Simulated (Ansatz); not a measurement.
Consider the redistribution: `C[C](F)(Cl)[SnH3]` + `Cl[SiH2][O][GeH3]` → `Cl[SiH2][O][SnH3]` + `C[C](F)(Cl)[GeH3]`.

Computed with Ansatz on PBE0-D4/def2-TZVP structures; ΔE is electronic, products minus reactants. CCSD(T)/CBS adds triple-zeta CCSD(T) − MP2 to the extrapolated MP2 energy (def2 sets, frozen cores). Functionals use def2-TZVPP. B3LYP here is the variant with VWN-RPA as its local correlation; programs differ in this. Elements past krypton have def2 core potentials. For Ge, Sn outer-core shells are correlated without core-valence functions, which leaves a few kJ/mol of doubt a bond. Scalar relativity is left out up to krypton. One conformer a species, not always the lowest.

| level | ΔE (kcal/mol) | difference from CCSD(T)/CBS |
| --- | --- | --- |
| PBE-D4 | -2.1 | 1.0 |
| r2SCAN-D4 | -2.4 | 0.7 |
| PBE0-D4 | -2.0 | 1.1 |
| B3LYP-D4 | -1.9 | 1.2 |
| ωB97X-V | -2.3 | 0.8 |
| ωB97M-V | -2.2 | 0.9 |
| B2PLYP | -1.8 | 1.3 |
| PBE | -2.1 | 1.0 |
| r2SCAN | -2.4 | 0.7 |
| PBE0 | -2.0 | 1.1 |
| B3LYP | -1.9 | 1.2 |
| HF/def2-TZVPP | -1.6 | 1.5 |
| MP2/def2-TZVPP | -1.5 | 1.6 |
| SCS-MP2/def2-TZVPP | -1.5 | 1.6 |
| CCSD/def2-TZVPP | -1.6 | 1.5 |
| CCSD(T)/def2-TZVPP | -1.6 | 1.5 |
| HF/def2-QZVPP | -1.7 | 1.4 |
| MP2/def2-QZVPP | -2.4 | 0.7 |
| SCS-MP2/def2-QZVPP | -2.3 | 0.8 |
| HF/CBS(def2) | -1.7 | 1.4 |
| MP2/CBS(def2) | -2.9 | 0.2 |
| CCSD/CBS(def2) | -3.1 | 0.0 |
| CCSD(T)/CBS | -3.1 | 0 |

Largest T1 diagnostic among the species: 0.012.
